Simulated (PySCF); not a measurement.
**How methods differ on the ionisation energy of Zn⁺**

Zn⁺ [Ar] 3d10 4s1 (2S) → Zn²⁺ [Ar] 3d10 (1S), as a difference of total energies. Computed with PySCF 2.14 in x2c-TZVPPall with one added diffuse shell each of s, p, d, f type (7s6p5d3f1g, 80 functions), with scalar relativity by spin-free X2C-1e. Correlated levels: valence: [Ar] frozen; valence and next inner shell: [Ne] frozen. The calculations carry no spin-orbit coupling.

```csv
method,ionisation energy (eV)
UHF,16.878
LDA,19.058
PBE,18.744
PBE0,18.354
r2SCAN,18.563
revPBE,18.591
PBEsol,18.711
wB97M-V,18.024
PW91,18.828
MP2 (valence),17.891
SCS-MP2 (valence),17.734
MP2 (valence and next inner shell),17.974
SCS-MP2 (valence and next inner shell),17.782
```

Errors of the correlated levels include the incompleteness of this basis and the frozen core.

Which method comes closest to the reference value, and which is furthest?

The reference is 17.964 eV (measured; NIST Atomic Spectra Database, ionization energies). Closest: MP2 (valence and next inner shell) (error 0.010 eV); furthest: LDA (error 1.094 eV).
